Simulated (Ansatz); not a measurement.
Molecule: NbO3, charge 0, multiplicity 2. The spin state was set by rule; other spins were not relaxed. 
Coordinates optimised at B3LYP-D3(BJ)/def2-TZVP (Ansatz, an electronic-structure program):
```
Nb
O 1 1.7312
O 1 1.7312 2 109.78
O 1 1.9291 2 109.39 3 -120.03
```
Charge 0, spin multiplicity 2.

Property: atomisation energy (electronic, to ground-state atoms), in kcal/mol. Cores are frozen in the correlated levels unless marked. UHF or UKS for open shells. Spin-orbit coupling is left out. The frozen core is the preceding noble-gas configuration, with the filled d and f shells of earlier blocks. In def2 rows, elements after Kr have scalar-relativistic effective core potentials. STO-3G rows are all-electron and non-relativistic. The coupled-cluster limit lacks core correlation, which all-electron functionals hold. Basis-set limits of correlation are two-point, X^-3; Hartree-Fock from the larger set. The bracket is a focal-point correction in the basis named.

```csv
level,program,atomisation energy (kcal/mol)
r2SCAN-D3(BJ)/def2-TZVPD,Ansatz + dftd3,435.2
PBE0/STO-3G,Ansatz,484.2
PBE0-D3(BJ)/def2-TZVP,Ansatz + dftd3,414.2
PBE0-D3(BJ)/def2-TZVPD,Ansatz + dftd3,415.0
```

Task: Estimate the value at RI-MP2/CBS(def2-TZVPP,def2-QZVPP)+[CCSD(T)-MP2]/def2-TZVPP as computed with Ansatz.

Result: 431.6 kcal/mol, so PBE0-D3(BJ)/def2-TZVPD differs from it by -16.6 kcal/mol.
